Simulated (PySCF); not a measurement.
# [Pr(NH3)]3+ relaxed at several levels

Computed with PySCF 2.14.0, def2-SVP on the ligands, density fitting, scalar-relativistic core potentials, no spin-orbit coupling, vacuum. Each row is relaxed at its own level from the same template. Distances are means of the shortest metal–ligand contacts, charges and spins Mulliken's; removal energies are rigid, with the ligand's formal charge and no counterpoise, so too large; for an anion taken off a cation in vacuum most of it is the attraction of opposite charges, and multiply charged cations can part far more cheaply with an electron moved from ligand to metal. lcecp potentials hold a fixed number of 4f electrons in the core, out of states, spins and gaps.

```json
{"level": "PBE", "basis on the metal": "lcecp-1-SVP with ECP48", "point group": "C3v", "M–NH3 (Å)": "2.438", "charge on M (e)": "2.46", "removal of one NH3 (eV)": "5.39", "unstable modes (below −25 cm⁻¹)": "0"}
```

Problem. What does the calculation give for PBE0, lcecp-1-SVP with ECP48?

Solution. point group: C3v, M–NH3 (Å): 2.429, charge on M (e): 2.51, removal of one NH3 (eV): 5.21, unstable modes (below −25 cm⁻¹): 0.
```xyz
5

Pr    0.0000    0.0000   -0.1902
N     0.0000    0.0000    2.2391
H     0.9403    0.0000    2.6960
H    -0.4702    0.8143    2.6960
H    -0.4701   -0.8144    2.6960
```

One start shape was tried for each, so a minimum needn't be the lowest isomer.
